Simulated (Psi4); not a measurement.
F2O2W (SMILES [O]=[W](=[O])([F])[F]), singlet, at a GFN2-xTB geometry (such geometries of metal compounds can be far from the true shape) (core potentials on W); Psi4 with B3LYP/def2-SVPD.

The Psi4 input:
```
memory 2 GB

molecule {
0 1
W     0.05487010   -0.01169516    0.01838624
O     1.32229612   -0.35687239   -1.03644562
O     0.49345910   -0.03014245    1.64488116
F    -0.71526726    1.59888556   -0.41592983
F    -1.34989154   -1.15871218   -0.27607755
}

set {
  basis def2-svpd
  scf_type pk
  puream true
  d_convergence 1e-8
  dft_radial_points 99
  dft_spherical_points 590
}

energy('b3lyp')
print_variables()
```

The log (banner, timings and long lists left out):

```
   => Loading Basis Set <=

    Name: DEF2-SVPD
    Role: ORBITAL
    Keyword: BASIS

    !!!  WARNING: ECP capability is in beta. Please check occupations closely.  !!!

         ---------------------------------------------------------
                                   SCF
               by Justin Turney, Rob Parrish, Andy Simmonett
                          and Daniel G. A. Smith
                              RKS Reference
         ---------------------------------------------------------

  ==> Geometry <==

    Molecular point group: c1
    Full point group: C1

    Geometry (in Angstrom), charge = 0, multiplicity = 1:

       Center              X                  Y                   Z               Mass
    ------------   -----------------  -----------------  -----------------  -----------------
         W            0.055257848021    -0.011777804106     0.018516172406   183.950930920000
         O            1.322683868021    -0.356955034106    -1.036315687594    15.994914619570
         O            0.493846848021    -0.030225094106     1.645011092406    15.994914619570
         F           -0.714879511979     1.598802915894    -0.415799897594    18.998403162730
         F           -1.349503791979    -1.158794824106    -0.275947617594    18.998403162730

  Running in c1 symmetry.

  Rotational constants: A =      0.12033  B =      0.11879  C =      0.10924 [cm^-1]
  Rotational constants: A =   3607.46969  B =   3561.14060  C =   3274.95931 [MHz]
  Nuclear repulsion =  222.760935379197065

  Charge       = 0
  Multiplicity = 1
  Electrons    = 48
  Nalpha       = 24
  Nbeta        = 24

  ==> Algorithm <==

  SCF Algorithm Type is PK.
  DIIS enabled.
  MOM disabled.
  Fractional occupation disabled.
  Guess Type is SAD.
  Energy threshold   = 1.00e-06
  Density threshold  = 1.00e-08
  Integral threshold = 1.00e-12

  ==> Primary Basis <==

  Basis Set: DEF2-SVPD
    Blend: DEF2-SVPD
    Number of shells: 49
    Number of basis functions: 127
    Number of Cartesian functions: 140
    Spherical Harmonics?: true
    Max angular momentum: 3

  Core potential: DEF2-SVPD
    Number of shells: 4
    Number of ECP primitives: 10
    Number of ECP core electrons: 60
    Max angular momentum: 3

  ==> DFT Potential <==

   => LibXC <=

    Version 7.1.2
    S. Lehtola, C. Steigemann, M. J. T. Oliveira, and M. A. L. Marques,  SoftwareX 7, 1–5 (2018) (10.1016/j.softx.2017.11.002)

   => Composite Functional: B3LYP <=

[...]
   @RKS iter   9:  -417.20090013633097   -1.79745e-05   1.19197e-05 DIIS
   @RKS iter  10:  -417.20090080428105   -6.67950e-07   6.01636e-06 DIIS
   @RKS iter  11:  -417.20090102003053   -2.15749e-07   9.34895e-07 DIIS
   @RKS iter  12:  -417.20090102520976   -5.17923e-09   1.80343e-07 DIIS
   @RKS iter  13:  -417.20090102541155   -2.01794e-10   2.32548e-08 DIIS
   @RKS iter  14:  -417.20090102541411   -2.55795e-12   2.56479e-09 DIIS
  Energy and wave function converged.

  ==> Post-Iterations <==

   Electrons on quadrature grid:
      Ntotal   =   48.0000068777 ; deviation = 6.878e-06

    Orbital Energies [Eh]
    ---------------------

    Doubly Occupied:

[...]
    Virtual:

[...]
     127A    574.944370

    Final Occupation by Irrep:
              A
    DOCC [    24 ]
    NA   [    24 ]
    NB   [    24 ]

  @RKS Final Energy:  -417.20090102541411

   => Energetics <=

    Nuclear Repulsion Energy =            222.7609353791970648
    One-Electron Energy =               -1040.8543062243538770
    Two-Electron Energy =                 437.8906988522444408
    DFT Exchange-Correlation Energy =     -36.9982290325016763
    Empirical Dispersion Energy =           0.0000000000000000
    VV10 Nonlocal Energy =                  0.0000000000000000
    Total Energy =                       -417.2009010254141117

Computation Completed

Properties will be evaluated at   0.000000,   0.000000,   0.000000 [a0]

Properties computed using the SCF density matrix

 Multipole Moments:

 ------------------------------------------------------------------------------------
     Multipole            Electronic (a.u.)      Nuclear  (a.u.)        Total (a.u.)
 ------------------------------------------------------------------------------------

 L = 1.  Multiply by 2.5417464519 to convert [e a0] to [Debye]
 Dipole X            :          5.8503196           -6.1861964           -0.3358768
 Dipole Y            :         -1.2469526            1.3185423            0.0715897
 Dipole Z            :          1.9603644           -2.0729124           -0.1125479
 Magnitude           :                                                    0.3613936

 ------------------------------------------------------------------------------------

  Variable Map:
  ----------------------------------------------------------------------------
[...]
  Array Variable Map:
  ----------------------------------------------------------------------------
[...]
[...]
```
